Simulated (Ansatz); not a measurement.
A structure relaxed at PBE0-D4/def2-TZVP, charge 0, multiplicity 1:

```csv
atom,x (Å),y (Å),z (Å)
Al1,-0.5864,-0.2230,1.8523
N2,-0.0479,-0.0179,0.1515
Si3,1.6355,-0.1018,-0.2739
Si4,-1.1929,0.2703,-1.1245
H5,-2.1350,-0.1375,2.1534
H6,0.5188,-0.4770,2.9525
H7,2.0885,1.1729,-0.8956
H8,1.8782,-1.1936,-1.2567
H9,2.4358,-0.3601,0.9502
H10,-2.5621,0.3125,-0.5511
H11,-1.1246,-0.8069,-2.1501
H12,-0.9079,1.5620,-1.8080
```

(1) Give its formula and SMILES.

(2) Point group (tolerance 0.08 Å, 0.16 Å for H)?

(3) Summarise the bond lengths by kind.

Results:

(1) AlH8NSi2, `[AlH2][N]([SiH3])[SiH3]`.

(2) C2v.

(3) 1 × Al–N 1.796 Å; 2 × Al–H 1.580 Å; 2 × N–Si 1.738 Å; 6 × H–Si 1.485 to 1.489 Å.

Computed with Ansatz.
